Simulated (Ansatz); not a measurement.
Total energies of CH$_{4}$GaO, SMILES `[CH3][Ga][OH]` radical.

```xyz
7

C     0.249   -0.644   -0.771
Ga    0.671    1.079    0.171
O    -0.352    1.534    1.587
H     0.347   -1.458   -0.048
H     0.917   -0.817   -1.613
H    -0.785   -0.595   -1.121
H    -1.047    0.902    1.795
```

Total charge 0; spin multiplicity 2. Correlated methods include outer-core shells of Ga, which these sets cover unevenly. Scalar relativity is left out up to krypton. All single points use the PBE0-D4/def2-TZVP geometry. It is one conformer, not always the lowest. Basis def2-TZVPP, Ansatz 0.2.0.

RPA on PBE orbitals: Hartree–Fock energy of these orbitals -2038.31052 Eh, correlation -1.00209 Eh (frozen core).

```json
{"functional": "HSE06 (plane-wave form)", "energy without D4 (Eh)": "-2040.24612", "D4 term (kJ/mol)": "-7.4"}
{"functional": "ωB97M-V", "energy without D4 (Eh)": "-2040.48173", "D4 term (kJ/mol)": "–"}
```

Q: Give the same for LDA (SPW92), PBE, revPBE, BLYP, r2SCAN, B97M-V, PBE0, B3LYP, r2SCANh, r2SCAN0, BHLYP, CAM-B3LYP, LC-ωPBE, ωB97X-V, B2PLYP, PBE-QIDH. (Estimate.)

A: Ansatz gave: 
```csv
functional,energy without D4 (Eh),D4 term (kJ/mol)
LDA (SPW92),-2036.67853,–
PBE,-2040.20857,-9.5
revPBE,-2040.46289,-28.6
BLYP,-2040.67518,-21.0
r2SCAN,-2040.56560,-2.2
B97M-V,-2040.24014,–
PBE0,-2040.25249,-7.9
B3LYP,-2040.69370,-15.4
r2SCANh,-2040.54806,-2.3
r2SCAN0,-2040.52306,-2.6
BHLYP,-2040.54680,-12.4
CAM-B3LYP,-2040.70766,-8.1
LC-ωPBE,-2040.31673,–
ωB97X-V,-2040.41700,–
B2PLYP,-2040.18582,–
PBE-QIDH,-2039.89886,–
```

B3LYP takes the VWN-RPA correlation (the form of Gaussian; ORCA's B3LYP/G). HSE06 is the plane-wave form, built on full-range PBE exchange. The double hybrids freeze the cores in their second-order part.

LC-ωPBE has ω = 0.4 bohr⁻¹.
